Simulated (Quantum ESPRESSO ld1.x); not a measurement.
All-electron atom: the tin ion Sn0.75+ in [Kr] 4d10 5s2 5p(up 1.25, down 0) (fractional occupations, a model configuration).

All-electron calculation, scalar-relativistic Kohn-Sham, LDA (Slater exchange, Perdew-Wang correlation), spin-polarised, spherical densities, point nucleus. Program: ld1.x of Quantum ESPRESSO 7.5.

Energy parts (eV):
part                      energy
total                 -167940.61
kinetic                175299.96
electron-nucleus      -405974.60
Hartree                 67067.06
exchange-correlation    -4333.04

Orbitals (lengths in bohr, moments of r in powers of bohr; <r^-3> diverges for s and p1/2; r(90%) holds 90 % of the orbital's charge):
orbital  occ.  eigenvalue (eV)  r(90%)   <1/r>  <r^-3>
1s up       1         -28986.0  0.0522   53.03       -
1s down     1         -28986.0  0.0522   53.03       -
2s up       1         -4381.73   0.194   12.10       -
2s down     1         -4381.72   0.194   12.10       -
2p up       3         -3936.49   0.178   11.64    4692
2p down     3         -3936.47   0.178   11.64    4692
3s up       1         -849.748   0.500   4.295       -
3s down     1         -849.726   0.500   4.295       -
3p up       3         -704.239   0.508   4.091   868.4
3p down     3         -704.215   0.508   4.091   868.4
3d up       5         -479.545   0.496   3.863   119.5
3d down     5         -479.523   0.496   3.863   119.5
4s up       1         -139.522    1.19   1.700       -
4s down     1         -139.475    1.19   1.700       -
4p up       3         -95.4315    1.31   1.542   158.2
4p down     3         -95.3756    1.30   1.542   158.3
4d up       5         -31.7926    1.72   1.217   14.64
4d down     5         -31.6592    1.71   1.220   14.72
5s up       1         -16.5135    3.42  0.5547       -
5s down     1         -15.7768    3.41  0.5586       -
5p up    1.25          -9.0743    4.39  0.4331   11.60
5p down     0          -8.2911    4.47  0.4310   11.58

The highest occupied level is 5p up at -9.074 eV. The density falls to 0.001 e/bohr^3 at r = 4.32 bohr. Summed over all electrons, <r^2> = 48.16 bohr^2, which gives a Langevin (diamagnetic) susceptibility term of -38.1 x 10^-6 cm^3/mol.
